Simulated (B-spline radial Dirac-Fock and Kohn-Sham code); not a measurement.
## Kohn-Sham estimates against Dirac-Fock for the levels of Fe²⁺

System: Fe²⁺, 1s2 2s2 2p6 3s2 3p6 3d5 4s1 (an excited configuration).

The density-functional columns are spherical, spin-unpolarised Dirac-Kohn-Sham results without Breit or QED terms: −ε is minus the orbital energy of the initial state and ΔSCF the difference of two total energies. The reference in the last column comes from Dirac-Fock energy differences between relaxed states, corrected for Breit and QED terms. All numbers are from a radial atomic solver, in eV; a selection of levels is shown. The Kohn-Sham columns are given as differences from the reference. For the 1s level of heavy atoms much of the gap between ΔSCF and the reference is the Breit and QED part, -11.4 eV here; for other levels the error of the functional can be larger.

| level | LDA −ε − DF | LDA ΔSCF − DF | Dirac-Fock |
| --- | --- | --- | --- |
| K (1s) | -145.9 | +11.3 | 7153.8 |
| L1 (2s) | -48.0 | -21.4 | 892.3 |
| L2 (2p1/2) | -32.1 | -0.4 | 764.8 |
| L3 (2p3/2) | -32.4 | -1.1 | 752.7 |
| M2 (3p1/2) | -11.7 | -1.6 | 98.11 |
| M3 (3p3/2) | -11.7 | -1.7 | 96.56 |
| M4,5 (3d) | -6.8 | +2.4 | 38.97 |
| N1 (4s) | -2.8 | +1.5 | 25.54 |

Values without a named source are computed, but for edge energies of neutral atoms, which are taken from tables.
